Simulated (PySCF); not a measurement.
Dipole response of Rh²⁺ (rhodium, charge +2)

[Kr] 4d6 5s1, high-spin 6D determinant (an excited configuration). Calculation: PySCF 2.14, in aug-cc-pwCVTZ-PP with ECP28MDF (8s8p7d4f3g, 122 functions); scalar relativity through the core potential. Coupled (time-dependent) response in atomic units; α is the mean over directions.

| method | mean α (bohr³) | α xx, yy, zz | C₆ (like pair) | S(−4) |
| --- | --- | --- | --- | --- |
| M06 | 18.40 | 18.13, 18.13, 18.92 | 98.97 | 223.3 |

S(−4) is the Cauchy moment in α(ω) = α(0) + S(−4) ω² + …

Spin-orbit coupling is absent.

α(iu) at M06:

```tsv
u (hartree)	α(iu) (bohr³)
0	18.40
0.0500	17.86
0.100	16.48
0.200	12.98
0.300	10.15
0.500	6.876
0.750	4.887
1.00	3.764
1.50	2.490
2.00	1.774
3.00	1.017
5.00	0.4463
```

A single London oscillator, α(iu) = α/(1 + u²/ω²), gives C₆ = (3/4) ω α². Matching the computed C₆ needs ω = 4 × 98.97 / (3 × 18.40²) = 0.390 hartree.

For an ion, C₆ is the dispersion term alone; charge-induced terms of lower order in 1/R come first.

The components differ because the open shell of this determinant is not spherical; for a pure term their mean is the scalar polarisability.

Energies and moments cover only the electrons outside the core potential.
